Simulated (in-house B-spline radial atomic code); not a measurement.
# Ionising Mg⁵⁺ with different functionals

Computed with a B-spline radial code for spherical atoms: four-component Dirac-Coulomb Hamiltonian, Fermi nucleus of rms radius 3.057 fm, spin-restricted, spherical fractional occupations for the functionals. The ionisation energy is the difference of two self-consistent energies, [He] 2s2 2p3 → [He] 2s2 2p2, without Breit or QED terms; ε is the level of the shell that loses the electron (mean over j). The electron is taken from both j subshells in proportion to 2j + 1, so the result is a j average, not the step between ground levels.

Hybrids are left out here: with spherical fractional occupations of an open shell their exact exchange keeps a self-interaction that integer-occupation calculations don't have.

```tsv
method	rung	ΔSCF (eV)	-ε(2p) (eV)
LDA VWN5	LDA	183.26	164.37
relativistic LDA	LDA	183.24	164.35
LDA PW92	LDA	183.25	164.36
LDA exchange-only	LDA	181.11	162.23
PBE	GGA	183.27	164.36
PBEsol	GGA	182.99	164.11
BLYP	GGA	183.43	164.49
RPBE	GGA	183.16	164.27
PW91	GGA	183.52	164.60
BP86	GGA	183.39	164.48
AM05	GGA	182.91	164.04
OLYP	GGA	183.46	164.63
```

(1) How do they compare with the NIST value?

Answers

(1) NIST lists 186.76 eV ± 0.06 (semi-empirical, ground level to ground level). Errors run from -5.65 to -3.24 eV. The correlated functionals all miss on the same side by more than they spread, so the cause is common to them (Breit-QED terms, spin polarisation, the choice among j levels, multiplet and fine-structure energies, or a listed next ion that isn't the cheapest removal here) and closeness doesn't rank the functionals.
